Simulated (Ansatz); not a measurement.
The first iterations of a band of BF₂H₃Si (7 atoms, charge 0, multiplicity 1).

The calculation used Ansatz 0.2.0, RKS PBE0-D4/6-31G*.

```yaml
movable_images: 5
climbing_image: yes
spring: 50.0 eV/Å²
optimiser: quadratic models (default)
start_path: through a guess of the saddle point
force_threshold: 0.03 eV/Å
iteration_limit: 60
end_points: relaxed
```

Image 0:

```xyz
7
Properties=species:S:1:pos:R:3
B -0.754 0.942 -0.082
Si 0.512 -0.621 0.039
F 0.606 -1.187 1.539
F 0.025 -1.847 -0.878
H -1.344 1.180 -1.096
H -0.873 1.710 0.828
H 1.888 -0.245 -0.395
```

Image 6:

```xyz
7
Properties=species:S:1:pos:R:3
B -0.321 0.927 -0.183
Si -0.040 -0.906 0.248
F 0.739 -1.425 1.539
F 0.168 -2.077 -0.814
H -0.934 1.077 -1.199
H -0.455 1.612 0.788
H 0.904 0.723 -0.423
```

| iteration | highest image above the first end (eV) | largest band force component (eV/Å) |
| --- | --- | --- |
| 1 | 3.027 | 8.420 |
| 2 | 1.223 | 5.654 |
| 3 | 0.543 | 2.090 |

Question: Does the band converge within its limit, and where does its top end?

Answer: It converged. It ended after 9 iterations with the highest image 0.419 eV above the first end. Another band between the same ends (5 images) ends at a top of the same energy, where a vibrational analysis finds 1 clearly imaginary mode. The orbitals stay closed-shell, which can raise the energy where a bond breaks towards radicals; this wasn't checked here.

The run took 76 s on 1 thread of Intel(R) Xeon(R) 6975P-C (Granite Rapids), on a shared host, peak memory 0.25 GiB.
